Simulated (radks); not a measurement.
Results of a calculation; reference values are marked as such.
Q: Radial electron density D(r) = 4 pi r^2 rho(r) of an atom or ion with 61 electrons. Level of theory: scalar-relativistic Kohn-Sham, PBE, spin-unpolarised, spherical densities, point nucleus (a radial shooting solver on a logarithmic mesh with Libxc functionals).

r (bohr)  D(r) (e/bohr)
0.002637          17.61
0.00307           21.83
0.003545          26.54
0.004128          32.30
0.004805          38.83
0.005549          45.64
0.00646           53.30
0.007521          61.11
0.008755          68.60
0.01011           74.89
0.01177           80.07
0.0137            83.18
0.01595           83.88
0.01842           82.42
0.02145           79.29
0.02497           75.89
0.02907           74.04
0.03357           75.37
0.03908           81.02
0.0455            90.48
0.05255           100.7
0.06117           109.1
0.07121           111.2
0.0829            105.6
0.09574           95.72
0.1115            86.09
0.1298            83.26
0.1511            88.58
0.1745            95.99
0.2031            97.21
0.2364            85.88
0.2731            66.64
0.3179            47.79
0.3701            39.68
0.4308            42.25
0.4975            46.69
0.5792            45.44
0.6743            36.94
0.785             26.11
0.9066            18.26
1.055             13.70
1.229             11.21
1.43              8.855
1.652             6.311
1.923             3.887
2.239             2.290
2.586             1.518
3.01              1.107
3.504            0.7805
4.079            0.4581
4.711            0.2197
5.484           0.07649
6.385           0.01906
7.433          0.003230
8.584         0.0004035

What is the nuclear charge?

A: Z = 63. The innermost maximum, from 1s, lies near gamma/Z bohr with gamma = sqrt(1 - (Z/c)^2) = 0.888, here 0.0141 bohr (found: 0.0155), and its height grows with Z. The density is that of the europium ion Eu2+ in [Xe] 4f5 6s2; the configuration itself is not fixed sharply by these data, and Z only to a few units. D(r) has 4 maxima, at r = 0.0155, 0.0690, 0.192, 0.526 bohr, and minima at 0.0295, 0.127, 0.379 bohr, inside which lie 1.93, 11.18, 29.20 electrons.
